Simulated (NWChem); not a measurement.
# C$_{4}$H$_{3}$NO; SMILES N(/C=O)=C\C#C

```xyz
9

C     -0.2913     3.0318    -0.0062
C     -0.0395     1.8473     0.0620
C      0.2914     0.4674     0.2050
N     -0.0205    -0.4080    -0.6695
C      0.2683    -1.7447    -0.3885
O      0.0319    -2.2942     0.6543
H     -0.5251     4.0789    -0.0822
H      0.8399     0.1911     1.1256
H      0.6980    -2.2755    -1.2687
```
Atoms are numbered in this order, from 1.

Computed with NWChem. Pople sets run with spherical d functions. STO-3G and 3-21G are far too small for this property and stand as cheap habits. All runs use the structure optimised with PBE0/def2-SVP. GIAO values for the isolated, static molecule; σ is the absolute isotropic shielding, δ = σ(reference) − σ with the isolated reference molecule computed at the same levels (13C: tetramethylsilane, 1H: tetramethylsilane, 15N: ammonia, 17O: water).

Task: Order these runs by computing time, cheapest first, and give rough ratios: Hartree-Fock/6-31G*; B3LYP/6-311G**; Hartree-Fock/STO-3G.

Result: Hartree-Fock/STO-3G (1), Hartree-Fock/6-31G* (7), B3LYP/6-311G** (20). Ratios are rough, from one shared machine; the cheapest took roughly 3 core-seconds. What differs between the cheapest and the dearest: δ C1 (ppm) 96.6 → 96.0; δ C2 (ppm) 55.5 → 83.1; δ C3 (ppm) 131.2 → 151.0; δ N4 (ppm) 321.6 → 426.9.
